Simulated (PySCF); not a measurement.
Spectrum to structure. The calculation used TDDFT wB97X-D/def2-SVPD, vertical, gas phase, core orbitals frozen in the response in PySCF. Geometries: PBE0-D3(BJ)/def2-SVP, one conformer each. Relativistic effects are left out although some hold elements past zinc.

```
state  E (eV)  λ (nm)       f
   S1    6.15   201.6  0.0063
   S2    6.97   177.8   0.024
   S3    7.39   167.7   0.013
   S4    7.47   166.0   0.035
   S5    7.75   160.0   0.024
   S6    7.91   156.8   0.019
```

Orbital energies (eV): HOMO-3 -11.16, HOMO-2 -11.02, HOMO-1 -10.28, HOMO -8.97, LUMO 1.77, LUMO+1 2.18, LUMO+2 2.37.

**Question.** Which candidate is it?
A. `C(C)[CH2][GeH2][NH][SiH3]`
B. `CC[SiH2][GeH2][NH]C`
C. `C=CC(=C)/C=N\C`
D. `C(/C=N/[H])(C=C)=C`

**Answer.** A. Its S1, at 6.15 eV, is the highest among the candidates; the nearest of the others has S1 at 5.53 eV. S1 is HOMO→LUMO (90%). Löwdin shares by element: HOMO nitrogen 52%, silicon 11%, germanium 9%, hydrogen 7% or more (atoms not listed hold the other 21%); LUMO germanium 24%, silicon 24%, hydrogen 12% or more, nitrogen 9% (atoms not listed hold the other 32%). At the same level the other candidates give, for their lowest levels:
- `[H]/N=C/C(=C)C=C`: 4.64 eV (f 0.002); 5.06 eV (f 0.183); 6.13 eV (f 0.349); 6.64 eV (f 0.206); 6.72 eV (f 0.008); T1 2.89 eV; HOMO -8.66, LUMO 0.11 eV
- `CC[SiH2][GeH2][NH]C`: 5.53 eV (f 0.001); 6.54 eV (f 0.006); 6.67 eV (f 0.026); 6.90 eV (f 0.012); 6.92 eV (f 0.097); HOMO -8.38, LUMO 1.64 eV
- `C=CC(=C)/C=N\C`: 4.61 eV (f 0.003); 5.60 eV (f 0.248); 5.66 eV (f 0.095); 6.14 eV (f 0.204); 6.57 eV (f 0.121); T1 3.23 eV; HOMO -8.81, LUMO 0.43 eV

Shape of the structure used: `[CH3:1][CH2:2][CH2:3][GeH2:4][NH:5][SiH3:6]`: C1–C2–C3–Ge4 -176°, C2–C3–Ge4–N5 58°, C3–Ge4–N5–Si6 49°.
Triplets come from the Tamm–Dancoff approximation.
